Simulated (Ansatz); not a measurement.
An input meant for In4As5H16 (charge 0, doublet; scaled by 1.05).

```yaml
crystal:
  periodic: [false, false, false]
  atoms:
    - {symbol: In, position_ang: [-1.247698, -1.059645, 0.995775]}
    - {symbol: In, position_ang: [1.277233, -1.236685, -1.466044]}
    - {symbol: In, position_ang: [-1.217694, 1.161499, -1.292602]}
    - {symbol: In, position_ang: [1.235019, 1.254813, 0.987633]}
    - {symbol: As, position_ang: [-1.863497, 0.063810, -0.110353]}
    - {symbol: As, position_ang: [-0.013155, -2.098013, -0.266474]}
    - {symbol: As, position_ang: [0.016744, -0.013395, 1.908258]}
    - {symbol: As, position_ang: [2.159894, -0.014173, -0.184481]}
    - {symbol: As, position_ang: [-0.038768, 1.813360, -0.192277]}
    - {symbol: H, position_ang: [-1.920573, -1.687696, 1.767046]}
    - {symbol: H, position_ang: [0.892196, -0.666823, -2.012092]}
    - {symbol: H, position_ang: [2.350936, -2.016805, -1.396407]}
    - {symbol: H, position_ang: [-2.281834, 2.257354, -1.633865]}
    - {symbol: H, position_ang: [-0.739297, 0.599645, -1.924964]}
    - {symbol: H, position_ang: [1.917427, 1.981904, 1.504999]}
    - {symbol: H, position_ang: [-2.975559, -0.450511, -0.522170]}
    - {symbol: H, position_ang: [-2.831263, 0.613697, 0.585937]}
    - {symbol: H, position_ang: [-0.612359, -2.660522, -0.790309]}
    - {symbol: H, position_ang: [0.341664, -2.977346, 0.310741]}
    - {symbol: H, position_ang: [0.545774, -0.534653, 2.599588]}
    - {symbol: H, position_ang: [-0.542317, 0.546444, 2.300896]}
    - {symbol: H, position_ang: [2.934473, -0.383989, 0.484916]}
    - {symbol: H, position_ang: [2.440388, 0.549642, -0.650464]}
    - {symbol: H, position_ang: [-0.443836, 2.891902, 0.355458]}
    - {symbol: H, position_ang: [0.600955, 2.408528, -0.803091]}
basis:
  gaussian: {orbitals: def2-mTZVPP, fitting: {mean_field: def2-universal-jkfit}, nuclear_model: gaussian}
magnetization: {spin_polarized: true, initial_magnetization: 1}
hamiltonian: {xc: {name: B2GP-PLYP}}
scf: {omitted_lower_state_checks: [starts]}
output: {forces: true}
```

```sh
$ ansatz run in.yaml --threads 2 --pin off --events-out ev --progress --plain --max-ram 22528MiB --backend cuda --devices 0, --max-vram 18GiB
```

Output, abridged:

```
Functional definition: B2GP-PLYP
2490 factors; integrals over basis functions are off by at most 4.5e-1 eV
mean field evaluation 1: about -324848.0706 eV, gradient 2.6e1 eV
mean field evaluation 2: about -324848.0743 eV, gradient 2.6e1 eV
mean field evaluation 4: about -324851.0402 eV, gradient 4.8e0 eV
mean field evaluation 8: about -324851.1433 eV, gradient 3.5e-1 eV
mean field evaluation 16: about -324851.1461 eV, gradient 3.1e-3 eV
mean field -324851.14608429 eV, -11938.0594265825 hartree, gradient 9.1e-6 eV, S^2 0.753412; 0 other end points of the search recorded, 0 dependent functions left out
61 core orbitals not correlated: weight in the atoms' cores, before any rotation towards them, 0.997 or more for the frozen orbitals, at most 0.003 for the correlated occupied ones
reference -324851.14627616 eV, -11938.0594336336 hartree; 72, 71 occupied and 271, 272 virtual orbitals, 2490 factors
second order -67.88218258 eV of doubles, -0.00000000 eV of singles
Total energy: -324875.58386189 eV, -11938.9574983448 hartree
Atom 0 at    -1.247698    -1.059645     0.995775 Å, force     5.220507   -30.722526    15.061060 eV/Å
Atom 1 at     1.277233    -1.236685    -1.466044 Å, force    33.204027   -51.148296    29.092191 eV/Å
Atom 2 at    -1.217694     1.161499    -1.292602 Å, force   -39.318004    41.397637   -19.194524 eV/Å
Atom 3 at     1.235019     1.254813     0.987633 Å, force     5.462367    -5.403136    10.865074 eV/Å
Atom 4 at    -1.863497     0.063810    -0.110353 Å, force   -31.149281     5.950857    -4.772439 eV/Å
Atom 5 at    -0.013155    -2.098013    -0.266474 Å, force    13.589936    19.719187    14.327224 eV/Å
Atom 6 at     0.016744    -0.013395     1.908258 Å, force    29.900261   -19.451858   -26.151815 eV/Å
Atom 7 at     2.159894    -0.014173    -0.184481 Å, force   -32.791294   -65.228333    46.855163 eV/Å
Atom 8 at    -0.038768     1.813360    -0.192277 Å, force    -4.361686    10.547449    16.724649 eV/Å
Atom 9 at    -1.920573    -1.687696     1.767046 Å, force   -12.201126   -11.537427    13.851828 eV/Å
Atom 10 at     0.892196    -0.666823    -2.012092 Å, force   -37.196659    54.602884   -54.031767 eV/Å
Atom 11 at     2.350936    -2.016805    -1.396407 Å, force     9.995195    -8.104119    -0.324777 eV/Å
Atom 12 at    -2.281834     2.257354    -1.633865 Å, force    -2.199383     2.399847    -0.950683 eV/Å
Atom 13 at    -0.739297     0.599645    -1.924964 Å, force    27.654821   -32.287954   -38.722084 eV/Å
Atom 14 at     1.917427     1.981904     1.504999 Å, force    18.095857    19.412178    14.121148 eV/Å
Atom 15 at    -2.975559    -0.450511    -0.522170 Å, force    -6.051575    -4.067323    -3.206976 eV/Å
Atom 16 at    -2.831263     0.613697     0.585937 Å, force    -4.765740     3.925995     4.114170 eV/Å
Atom 17 at    -0.612359    -2.660522    -0.790309 Å, force   -25.782421   -23.297779   -22.598482 eV/Å
Atom 18 at     0.341664    -2.977346     0.310741 Å, force     7.504583   -16.431496    10.880319 eV/Å
Atom 19 at     0.545774    -0.534653     2.599588 Å, force    17.291860   -17.349097    23.579354 eV/Å
Atom 20 at    -0.542317     0.546444     2.300896 Å, force   -39.992143    40.213837    29.475995 eV/Å
Atom 21 at     2.934473    -0.383989     0.484916 Å, force    17.025300    -8.219823    13.348115 eV/Å
Atom 22 at     2.440388     0.549642    -0.650464 Å, force    37.836847    72.760328   -60.691553 eV/Å
Atom 23 at    -0.443836     2.891902     0.355458 Å, force    -3.266701     7.302325     3.678508 eV/Å
Atom 24 at     0.600955     2.408528    -0.803091 Å, force    16.294450    15.016643   -15.329696 eV/Å
Dipole moment:     0.555948    -0.417476     0.831182 e Å
Checks for a lower state left out: starts
```

Task: What is wrong with this run?

Result: The geometry is squeezed to about two thirds of its size. The run converged. The result belongs to that input, not to the species as meant.
